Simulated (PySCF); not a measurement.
Simulation results for BH4OSi

Computed with PySCF 2.14.0. Calculation on a computer-drawn molecule: optimised geometry and harmonic frequencies of an isolated molecule of the commonest isotopes, restricted reference for singlets and unrestricted otherwise, frozen core in MP2.

Entry: BH4OSi

Start structure:
```xyz
7
BH4OSi
O      0.5059     2.2049    -2.3820
B      0.3618     2.1135    -1.0853
Si     1.7162     2.8547     0.2487
H     -0.1557     1.8364    -2.8165
H     -0.7451     1.9181    -0.5460
H      2.6556     1.6459     0.8071
H      1.1274     3.4953     1.4378
```

Settings of this run: charge -1, multiplicity 1, method HF and basis aug-cc-pV(D+d)Z.

Results for BH4OSi: rotational constants 42.24, 4.431, 4.107 GHz; total energy -390.8272 hartree; convergence status largest gradient component 1.208e-05 hartree/bohr.

Drawn bonds:
```
atom  other atom  order
   1           2      1
   2           3      1
   1           4      1
   2           5      1
   3           6      1
   3           7      1
```

Optimised structure:
```xyz
7
BH4OSi
O      0.6300     1.6894    -2.1760
B      0.3351     2.3430    -0.9797
Si     1.6949     3.0371     0.3328
H     -0.1333     1.5834    -2.7153
H     -0.8552     2.6269    -0.8564
H      2.7957     1.9851     0.3891
H      0.9989     2.8038     1.6693
```

Modes:
```
frequency (cm⁻¹)  reduced mass (dalton)
           259.7                  1.588
           264.7                  2.467
           410.8                  1.129
           539.1                  1.961
           593.1                  1.272
           729.1                  1.441
           880.9                  1.416
            1012                  1.085
            1058                  1.118
            1184                  3.481
            1318                  1.584
            2037                  1.047
            2057                  1.033
            2426                  1.086
            4194                  1.066
```
